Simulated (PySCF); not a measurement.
**Orbital picture of AgC**

PBE0 at R = 2.018 Å; Ag cc-pVDZ-PP with ECP28, C cc-pVDZ; scalar-relativistic core potentials (PySCF 2.14). State: ⁴Σ⁻ (quartet), unpaired electrons σ ↑, π ↑↑. Only the outer orbitals are listed, counted within each symmetry, core potentials removing the inner ones.

```json
{"spin": "α", "orbital": "2π", "occ.": "1", "ε (eV)": "-10.72", "on Ag (%)": "94", "main shells (%)": "94 Ag d"}
{"spin": "α", "orbital": "2π", "occ.": "1", "ε (eV)": "-10.72", "on Ag (%)": "94", "main shells (%)": "94 Ag d"}
{"spin": "α", "orbital": "5σ", "occ.": "1", "ε (eV)": "-10.51", "on Ag (%)": "78", "main shells (%)": "77 Ag d, 12 C p, 10 C s"}
{"spin": "α", "orbital": "1δ", "occ.": "1", "ε (eV)": "-10.22", "on Ag (%)": "100", "main shells (%)": "100 Ag d"}
{"spin": "α", "orbital": "1δ", "occ.": "1", "ε (eV)": "-10.22", "on Ag (%)": "100", "main shells (%)": "100 Ag d"}
{"spin": "α", "orbital": "6σ", "occ.": "1", "ε (eV)": "-6.71", "on Ag (%)": "52", "main shells (%)": "46 C p, 45 Ag s"}
{"spin": "α", "orbital": "3π", "occ.": "1", "ε (eV)": "-5.91", "on Ag (%)": "14", "main shells (%)": "86 C p"}
{"spin": "α", "orbital": "3π", "occ.": "1", "ε (eV)": "-5.91", "on Ag (%)": "14", "main shells (%)": "86 C p"}
{"spin": "α", "orbital": "7σ", "occ.": "0", "ε (eV)": "-2.46", "on Ag (%)": "73", "main shells (%)": "41 Ag s, 28 Ag p, 27 C p"}
{"spin": "α", "orbital": "4π", "occ.": "0", "ε (eV)": "0.10", "on Ag (%)": "95", "main shells (%)": "94 Ag p"}
{"spin": "α", "orbital": "4π", "occ.": "0", "ε (eV)": "0.10", "on Ag (%)": "95", "main shells (%)": "94 Ag p"}
{"spin": "β", "orbital": "4σ", "occ.": "1", "ε (eV)": "-13.26", "on Ag (%)": "43", "main shells (%)": "52 C s, 36 Ag d"}
{"spin": "β", "orbital": "2π", "occ.": "1", "ε (eV)": "-10.34", "on Ag (%)": "98", "main shells (%)": "98 Ag d"}
{"spin": "β", "orbital": "2π", "occ.": "1", "ε (eV)": "-10.34", "on Ag (%)": "98", "main shells (%)": "98 Ag d"}
{"spin": "β", "orbital": "1δ", "occ.": "1", "ε (eV)": "-10.06", "on Ag (%)": "100", "main shells (%)": "100 Ag d"}
{"spin": "β", "orbital": "1δ", "occ.": "1", "ε (eV)": "-10.06", "on Ag (%)": "100", "main shells (%)": "100 Ag d"}
{"spin": "β", "orbital": "5σ", "occ.": "1", "ε (eV)": "-9.28", "on Ag (%)": "69", "main shells (%)": "60 Ag d, 30 C s"}
{"spin": "β", "orbital": "6σ", "occ.": "0", "ε (eV)": "-3.34", "on Ag (%)": "78", "main shells (%)": "67 Ag s, 15 C p, 11 Ag p"}
{"spin": "β", "orbital": "3π", "occ.": "0", "ε (eV)": "-0.92", "on Ag (%)": "53", "main shells (%)": "52 Ag p, 47 C p"}
{"spin": "β", "orbital": "3π", "occ.": "0", "ε (eV)": "-0.92", "on Ag (%)": "53", "main shells (%)": "52 Ag p, 47 C p"}
```

Question: Which are the highest filled and the lowest empty level, where do they sit, and how wide is the gap?

Answer: Highest filled α 3π at -5.91 eV (in %: 86 C p); lowest empty β 6σ at -3.34 eV (in %: 67 Ag s, 15 C p, 11 Ag p); the gap at PBE0 is 2.57 eV.

| Property | Result |
| --- | --- |
| bond order (Mayer) | 1.25 |
| ⟨S²⟩ | 3.765 |
| charge on Ag (Mulliken, basis-dependent) | 0.30 |
| charge on Ag (Löwdin, basis-dependent) | 0.11 |
| dipole moment (positive dipole means Ag(−)C(+)) | -3.77 D |
| polarisability along the bond | 60.8 bohr³ |
| polarisability across the bond | 33.7 bohr³ |

Spin–orbit coupling is left out. The state is the lowest single determinant that the PBE0 search found; with open d or f shells the true ground state can be another one.
